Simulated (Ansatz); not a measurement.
Basis-set extrapolation for CH₇BSi₂ (`[SiH3]C1B[SiH2]1`) (PBE0-D4/def2-TZVP geometry, frozen core, Ansatz 0.2.0). Multiplicity 1, RHF reference.

```tsv
	def2-TZVPP	def2-QZVPP
HF	-644.461814	-644.482702
MP2 correlation	-0.519387	-0.554124
CCSD(T) correlation	-0.600000	not run
```

Energies in hartree. Use E(X) = E(∞) + A·exp(−7.88·√X) for Hartree–Fock and E(X) = E(∞) + B·X^(−2.97) for correlation, with X = 3 and 4, and add CCSD(T) minus MP2 of the smaller set to the MP2 limit.

**Question.** What is the CCSD(T) energy at the basis-set limit?

**Answer.** HF limit: -644.482702 + (-0.020888) × 0.13774 = -644.48558. MP2 limit: -0.554124 + (-0.034737) × 0.74074 = -0.57986. Higher-order term: -0.600000 − (-0.519387) = -0.08061. Total: -645.14605 hartree, 2.29 eV below CCSD(T)/def2-TZVPP.
